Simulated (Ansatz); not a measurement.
Reaction (ligand exchange at the Sn–C bond): `C=[CH][Sn]([Cl])([Cl])[Cl]` + HBr → `[Cl][Sn]([Cl])([Cl])[Br]` + `C=C`

Calculated with Ansatz (gas phase, PBE0-D4/def2-TZVP geometries, no zero-point term in ΔE). CBS: MP2 limit from def2 TZ/QZ plus the TZ coupled-cluster correction, frozen cores. This one scheme is used for every species. Functionals use def2-TZVPP. B3LYP here is the variant with VWN-RPA as its local correlation; programs differ in this. HSE06 is defined as in plane-wave codes. def2 core potentials past Kr. For Br, Sn outer-core shells are correlated without core-valence functions, which leaves a few kJ/mol of doubt a bond. Scalar relativity is left out up to krypton. Each species was taken in one conformer, which may not be the lowest.

`C=[CH][Sn]([Cl])([Cl])[Cl]`:

```xyz
9

C    -0.719    0.278    1.538
C    -0.922   -0.003    0.259
Sn    0.700   -0.180   -1.066
Cl    0.855   -2.265   -2.041
Cl    2.667    0.197    0.085
Cl    0.616    1.327   -2.811
H     0.273    0.428    1.952
H    -1.552    0.371    2.230
H    -1.918   -0.151   -0.146
```

HBr:

```xyz
2

Br    0.087    0.500   -0.497
H    -0.087   -0.500    0.497
```

`[Cl][Sn]([Cl])([Cl])[Br]`:

Cartesian coordinates in Å:
```
Cl -2.214 0.524 -0.305
Sn -0.002 0.010 -0.011
Cl 0.825 -0.851 -1.967
Cl 1.143 1.929 0.495
Br 0.248 -1.612 1.788
```

`C=C`:

Cartesian coordinates in Å:
```
C 0.171 -0.575 -0.278
C -0.171 0.575 0.278
H 1.134 -1.036 -0.087
H -0.497 -1.106 -0.947
H -1.134 1.036 0.087
H 0.498 1.106 0.947
```

Task: Is it downhill or uphill in electronic energy at CCSD(T)/CBS, and by how much? (An estimate is asked.)

Result: Computed: Downhill: ΔE = -91.7 kJ/mol.

Task: What do these levels give: B3LYP-D4, HSE06-D4, PBE-QIDH, PBE, BLYP, BHLYP, MP2/def2-SVP, CCSD/def2-SVP, SCS-MP2/def2-TZVPP, CCSD/def2-TZVPP, SCS-MP2/def2-QZVPP, CCSD/CBS(def2)? (Best estimate.)

Result: Ansatz gave: B3LYP-D4 -95.3, HSE06-D4 -93.8, PBE-QIDH -92.4, PBE -92.4, BLYP -96.2, BHLYP -101.4, MP2/def2-SVP -91.3, CCSD/def2-SVP -91.3, SCS-MP2/def2-TZVPP -86.5, CCSD/def2-TZVPP -85.8, SCS-MP2/def2-QZVPP -91.2, CCSD/CBS(def2) -94.2 kJ/mol.

Task: What do rigid-rotor, harmonic-oscillator terms from PBE0-D4/def2-TZVP frequencies (298.15 K, 1 bar) make of the CCSD(T)/CBS value? (An estimate is asked.)

Result: The calculation gave: ΔZPE = +10.2 kJ/mol, ΔH = -83.2 kJ/mol, ΔS = -6 J/(mol·K), ΔG = -81.3 kJ/mol.

Largest T1 diagnostic among the species: 0.011.

From BLYP to BHLYP (50 % exact exchange), in def2-TZVPP and without D4, ΔE moves by −5.1 kJ/mol. In def2-TZVPP, CCSD(T) changes the Hartree–Fock value by +25.0 kJ/mol (the triples alone add +2.5 kJ/mol) and MP2 by +23.7 kJ/mol.
